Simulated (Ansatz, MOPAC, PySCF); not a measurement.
Process, species as SMILES: P[SiH3] (SiPH5) → [SiH3][PH-] + H+

Quantity: gas-phase deprotonation energy (enthalpy at 298 K), in kcal/mol. Set-up: 6-311+G** with 5d, 6d on Na to Ar in Ansatz (a quantum-chemistry and plane-wave program); PM7 with its own dispersion and hydrogen-bond terms; no dispersion term unless named; non-relativistic; spin-orbit terms left out; 6-31G* and kin with 6d, 5d where marked; frozen cores in correlated levels. CBS(X,Y): correlation extrapolated as X^-3; Hartree-Fock from the larger set. [CCSD(T)-MP2]/basis is that difference in the basis named. Ab initio and DFT rows: single points at B3LYP-D3(BJ) geometries (Ansatz), with unscaled harmonic terms from B3LYP/6-31G* (Ansatz) at its own minima. Semi-empirical rows: MOPAC heats of formation at their own minima for 298 K, the proton's as measured. Sets without +, aug- or the D of def2-TZVPD hold no diffuse functions, which anions need.

Coupled cluster (Ansatz) is a level with limits of its own, used here on species with T1 under 0.025 (0.045 for open shells) and stable references: RI-MP2/CBS(aug-cc-pV(T+d)Z,aug-cc-pV(Q+d)Z)+[CCSD(T)-MP2]/aug-cc-pV(T+d)Z.

Value to compare with, RI-MP2/CBS(aug-cc-pV(T+d)Z,aug-cc-pV(Q+d)Z)+[CCSD(T)-MP2]/aug-cc-pV(T+d)Z (Ansatz): 351.2 kcal/mol.

```csv
level,program,gas-phase deprotonation energy (enthalpy at 298 K) (kcal/mol),difference
PM3,MOPAC,340.5,-10.7
PM7,MOPAC,280.1,-71.1
HF/3-21G,Ansatz,350.9,-0.3
PBE/def2-SVP,Ansatz,357.4,6.2
BP86/def2-SVP,PySCF,357.8,6.6
B3LYP/6-31G*,Ansatz,358.5,7.3
PBE0/6-31G*,Ansatz,355.7,4.5
MP2/3-21G,Ansatz,354.0,2.8
MP2/6-31G*,Ansatz,357.1,5.9
MP2/6-311+G**,Ansatz,356.3,5.1
PBE/def2-TZVPD,Ansatz,350.0,-1.2
```

Among the 10 habitual levels, PM7 lies farthest from RI-MP2/CBS(aug-cc-pV(T+d)Z,aug-cc-pV(Q+d)Z)+[CCSD(T)-MP2]/aug-cc-pV(T+d)Z (Ansatz) (-71.1 kcal/mol) and HF/3-21G nearest (-0.3); 7 of 10 lie above it, and their mean absolute difference is 12.0 kcal/mol, the median 6.1. One case shows no general order.

The levels are drawn from those run, B3LYP/6-31G* more often than the rest, none by its result; left out are runs that failed, that the program found above a lower state of the same kind, or whose <S^2> lies over 0.5 above the pure value.
